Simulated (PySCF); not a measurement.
## ReOF5 at several levels of theory

Computed with PySCF 2.14.0 (density fitting, no spin-orbit coupling) at the geometry relaxed with r2SCAN:

```xyz
7
ReOF5 (singlet)
Re    0.0630   -0.0410    0.0412
O     1.2496   -0.7182    1.0410
F    -0.0549    1.5294    0.9968
F    -1.3390   -0.7304    1.0178
F     1.2766    0.7552   -1.0928
F    -1.2694    0.7083   -1.0758
F    -0.0152   -1.4948   -1.0878
```

| level | basis | state | HOMO (eV) | gap (eV) | charge on Re1 (e) | dipole about the centre of mass (D) | largest force component (eV/Å) |
| --- | --- | --- | --- | --- | --- | --- | --- |
| r2SCAN | Re def2-SVP with ECP60, O def2-SVP, F def2-SVP | singlet | -10.63 | 3.54 | 1.69 | 1.14 | 0.05 |
| PBE0 | the same | singlet | -12.17 | 5.67 | 1.73 | 1.32 | 0.81 |
| B3LYP | the same | singlet | -11.77 | 5.15 | 1.66 | 1.26 | 0.18 |
| BP86 | the same | singlet | -10.11 | 3.23 | 1.45 | 0.98 | 0.70 |
| r2SCAN | Re def2-TZVP with ECP60, O def2-TZVP, F def2-TZVP | singlet | -10.63 | 3.66 | 1.71 | 1.17 | 0.19 |
| r2SCAN | Re x2c-SVPall, O x2c-SVPall, F x2c-SVPall | singlet | -10.75 | 3.27 | 1.39 | 1.17 | 0.83 |

Charges are Mulliken's, which hang on the basis. The relaxation used the grid (50, 194), these runs (75, 302) or, all-electron (x2c bases, spin-free X2C Hamiltonian), (99, 590).

Question: What does HF with Re def2-SVP with ECP60, O def2-SVP, F def2-SVP give here?

Answer: state singlet, HOMO (eV) -17.22, gap (eV) 13.39, charge on Re1 (e) 2.54, dipole about the centre of mass (D) 2.04, largest force component (eV/Å) 3.66. Time: 3.7 s on 2 threads of Arm Neoverse V1 (shared host), from an already converged density.

In the first row's basis the gap widens with exact exchange: 3.2 to 3.5 eV for BP86, r2SCAN (none); 5.2 to 5.7 eV for B3LYP, PBE0 (a fixed share); 13.4 eV for Hartree–Fock (rising or full at long range).

No frequency check is given that shows the relaxed geometry to be a minimum.
